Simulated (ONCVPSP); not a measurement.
# PBEsol ONCV dataset for chromium (Cr), fully relativistic all-electron reference.

ONCVPSP 4.0.1 input, shortened (lines: element, Z, core and valence counts, functional; n l f; lmax; l rc ep ncon nbas qcut; lloc lpopt rc5 dvloc0; l nproj debl; icmod fcfact rcfact), PBEsol, fully relativistic:

```
  Cr 24.00    3    4  -116133      upf
    1    0    2.00
    2    0    2.00
    2    1    6.00
    3    0    2.00
    3    1    6.00
    3    2    5.00
    4    0    1.00
    2
    0    1.55    0.00    4    7    7.70
    1    1.40    0.00    3    8    9.40
    2    1.50    0.00    5   10   11.10
    4    1    1.05    2.00
    0    2    3.30
    1    1    2.90
    2    2    0.70
    0    0.00    0.00
```

Open shells are filled in proportion to 2j + 1.

All-electron outer shells of the reference configuration (PBEsol, scalar-relativistic, ld1.x):

```tsv
shell	level (eV)	outermost node (bohr)	outermost maximum (bohr)
2p	-560.29	–	0.20
3s	-73.77	0.36	0.78
3p	-45.34	0.33	0.80
4s	-4.02	1.12	2.74
3d	-2.93	–	0.84
```

What the tests gave:

```
Cutoffs needed      : 46 Ha and 53 Ha (the cutoffs (Ha) at which the residual kinetic energy of the hardest occupied pseudo-wave falls to 1 and 0.1 mHa per electron)
Ghost test          : no bound ghost flagged; no localised positive-energy state flagged
Configuration tests : 2 of 4 tests not solved or not reliable
```

Generation and tests took about 7.1 s on one core of a shared server CPU.
